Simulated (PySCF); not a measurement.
Be(F)(SH), HBeFS, SMILES [F][Be][SH] (B3LYP/def2-SVP optimised geometry):

```
4

Be    -0.257    -0.009     0.000
F     -1.645     0.009    -0.048
S      1.645    -0.009     0.000
H      1.705    -0.373     1.305
```

Level of theory: PySCF with B3LYP/def2-TZVP.

What are the frontier orbital energies and the dipole moment?

HOMO-2 -11.37 eV, HOMO-1 -9.31 eV, HOMO -7.63 eV, LUMO -0.89 eV, LUMO+1 -0.41 eV; dipole moment 1.02 D.

Meta-Löwdin charges at B3LYP/def2-TZVP: Be1 1.36, F2 -0.78, S3 -0.69, H4 0.11.
